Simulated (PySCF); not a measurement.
**Li (lithium, neutral) across methods**

[He] 2s1, 2S determinant. All numbers are calculated (PySCF 2.14, no relativity, point nucleus, in aug-cc-pVQZ (6s5p4d3f2g, 80 functions)).

```csv
method,E (hartree),mean ε 1s α (eV),mean ε 1s β (eV),mean ε 2s α (eV),Σ⟨r²⟩ (bohr²),⟨S²⟩
CAM-B3LYP,-7.4707,-57.236,-56.975,-4.647,17.81,0.750
LDA,-7.3434,-50.963,-50.754,-3.163,18.31,0.750
UHF,-7.43272,-67.664,-67.178,-5.343,18.63,0.750
HSE06,-7.4684,-55.416,-55.129,-3.459,17.98,0.750
M06,-7.4856,-56.063,-55.848,-3.501,18.84,0.750
r2SCAN,-7.4794,-53.251,-53.083,-3.258,18.06,0.750
BHandHLYP,-7.4836,-60.191,-59.832,-4.244,17.92,0.750
PBE0,-7.4667,-55.824,-55.538,-3.828,17.98,0.750
```

Estimate the same row for PBE.

E (hartree) = -7.4612; mean ε 1s α (eV) = -51.653; mean ε 1s β (eV) = -51.424; mean ε 2s α (eV) = -3.222; Σ⟨r²⟩ (bohr²) = 17.99; ⟨S²⟩ = 0.750.
